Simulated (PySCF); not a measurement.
C₂H₈FNSi₂, SMILES N[Si@H]1[SiH2]C[C@@H]1F.

Geometry optimised at r2SCAN-D4/def2-SVP. The structure was generated by enumeration; whether it is a known compound was not checked. Other conformers were not sampled.

Level of theory: PySCF with PBE/def2-TZVP.

The molecule is in vacuum.

Computed frontier levels, gap, dipole moment and polarisability:
```
Item                                                                                                             Value
---------------------------------------------------------------------------------------------  -----------------------
highest occupied level                                                                                        -5.63 eV
lowest empty level                                                                                            -1.06 eV
orbital gap                                                                                                    4.58 eV
dipole moment                                                                                                   1.87 D
quadrupole, principal values (traceless, Buckingham form, about the centre of nuclear charge)  -11.58, 1.26, 10.32 D·Å
mean static polarisability                                                                       88.9 bohr³ (13.17 Å³)
polarisability, principal values                                                               75.8, 88.0, 102.9 bohr³
```
